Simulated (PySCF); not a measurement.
Indium: a sound run and one with changed settings

Sound run: In+ [Kr] 4d10 5s2, In(2+) [Kr] 4d10 5s1. Computed with PySCF 2.14 in x2c-TZVPall (8s6p4d2f, 60 functions), with scalar relativity by spin-free X2C-1e. The sound run starts from symmetry-adapted Hartree-Fock orbitals and uses a fine grid where one is needed.

Changed run: radial step 0.5 in ln r (0.13 in the sound run). This setting is unsound on purpose.

```tsv
species	method	sound run (hartree)	changed run (hartree)	converged
In+	UHF	-5878.04944	-5878.04944	yes
In+	M06-L	-5880.61573	-5880.50109	yes
In+	PBE	-5880.28620	-5880.20892	yes
In(2+)	UHF	-5877.42342	-5877.42342	yes
In(2+)	M06-L	-5879.93246	-5879.80494	yes
In(2+)	PBE	-5879.58866	-5879.51122	yes
```

Ionisation energy of In+:

```csv
method,sound run (eV),changed run (eV)
UHF,17.035,17.035
M06-L,18.593,18.943
PBE,18.981,18.985
```

A coarse radial grid mis-integrates the density and the exchange-correlation energy, with errors of either sign; Hartree-Fock needs no grid.

For comparison, NIST gives 18.870 eV between the lowest levels.
